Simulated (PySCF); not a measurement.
Molecule: SMILES [SiH]1(O[SiH](C)O[SiH](C)O[SiH]O1)C (C3H13O4Si4), doublet. Atoms near the plane z = 1.5 Å, at the GFN2-xTB optimised geometry (x, y, z in Å): C1 (3.6, 0.0, 0.0), Si2 (1.7, 0.0, 0.0), O3 (1.2, 1.6, 0.0), H12 (4.0, 0.6, 0.9), H14 (4.0, -1.0, 0.0), H15 (1.1, -0.6, 1.2), H19 (-2.9, -0.1, -0.2).

Method: unrestricted PBE0/def2-SVP in PySCF. The values are rescaled to run from 0 to 1.

```
|                           |
|                           |
|                           |
|                           |
|            .::.           |
|           ::--:.          |
|          .:-==-:          |
|          .-===-:.         |
|          .:-===-:         |
|           .:-=+=-.....    |
|            .-=++=--===:   |
|             :=++===*#*-.  |
|            .-+**+++#%*=.  |
|       .    :=#%%*++*#*=.  |
|            :+%@@#++++=-   |
|            :+#%%*=-==-:   |
|            .-+**=-::::    |
|             .---:.  .     |
|               ..          |
|                           |
|                           |
|                           |
|                           |
|                           |
|                           |
|                           |
|                           |
```
Scale: ten equal steps from 0.000 (start of ' ') to 1.00 (end of '@'), in the order ' .:-=+*#%@'; x runs from -6.50 to 6.50, y from -6.50 (bottom) to 6.50 (top).

### Question
Which quantity is mapped?
(A) spin density
(B) deformation density (molecule minus spherical neutral atoms)
(C) Laplacian of the electron density
(D) log10 of the electron density

### Answer
D, log10 of the electron density. In full: log10 of the electron density (e/bohr³), floored at −4.
